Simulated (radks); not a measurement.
The numbers below are computed, except where a source is named.
Problem. Species: the ytterbium ion Yb15+. Configuration: [Kr] 4d10 4f9 (the NIST ground configuration). Level of theory: non-relativistic Kohn-Sham, PBE, spin-polarised, spherical densities, point nucleus; open shells are filled with parallel spins first (spin-orbit coupling, left out, can overturn this in heavy ions); relativity is left out, which matters for an element this heavy (a radial shooting solver on a logarithmic mesh with Libxc functionals). Some entries of the table are withheld. Estimate them.

orbital,occ.,eigenvalue (hartree),<r^2> (bohr^2)
1s down,1,-2098.128,0.0006265
1s up,1,-2098.127,0.0006265
2s up,1,-350.5383,0.009864
2s down,1,-350.5331,0.009864
2p up,3,-335.6149,0.007309
2p down,3,-335.6122,0.007309
3s up,1,-87.93854,0.06254
3s down,1,-87.79416,0.06243
3p up,3,-81.12322,0.05809
3p down,3,-80.99258,0.05798
3d up,5,-68.41662,0.04561
3d down,5,-68.32372,0.04549
4s up,1,(1),0.3022
4s down,1,(2),0.3027
4p up,3,-23.55504,0.3128
4p down,3,-23.34098,0.3136
4d up,5,(3),(4)
4d down,5,(5),(6)
4f up,7,-11.93544,0.3870
4f down,2,-11.71716,0.3928

Solution. 
(1) 4s up eigenvalue (hartree): -26.35306
(2) 4s down eigenvalue (hartree): -26.13801
(3) 4d up eigenvalue (hartree): -18.48627
(4) 4d up <r^2> (bohr^2): 0.3355
(5) 4d down eigenvalue (hartree): -18.27261
(6) 4d down <r^2> (bohr^2): 0.3370
